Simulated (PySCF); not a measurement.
Exercise with solution: oscillator strength and radiative lifetime

B(F)2(NMe2) (C2H6BF2N), SMILES CN(C)B(F)F.

Coordinates come from a B3LYP-D3(BJ)/def2-SVP optimisation. Other conformers were not sampled.

TDDFT-M06-2X/def2-SVPD in PySCF puts the first singlet state with f over 0.02 at 7.85 eV (vertical), with the transition dipole (0.487, 0.000, 0.000) in atomic units.

Q: Find the oscillator strength, the wavelength and the radiative lifetime that this transition would have in vacuum if emission retraced absorption.

A: 
|μ|² = 0.2372 au, so |μ| = 1.24 D. ΔE = 7.85/27.211 = 0.2885 hartree. f = (2/3) ΔE |μ|² = 0.046 (the program prints 0.046).
λ = 1239.84/7.85 = 158 nm; ν = 63314 cm⁻¹.
Einstein's coefficient A = 0.6670 ν² f s⁻¹ (ν in cm⁻¹) = 1.2e8 s⁻¹, so τ = 1/A = 8.2 ns. This state is S2; the lower singlet has f = 0.002. The figure is the radiative limit of this one transition; relaxation, internal conversion, crossing to triplets and a medium change what is measured.
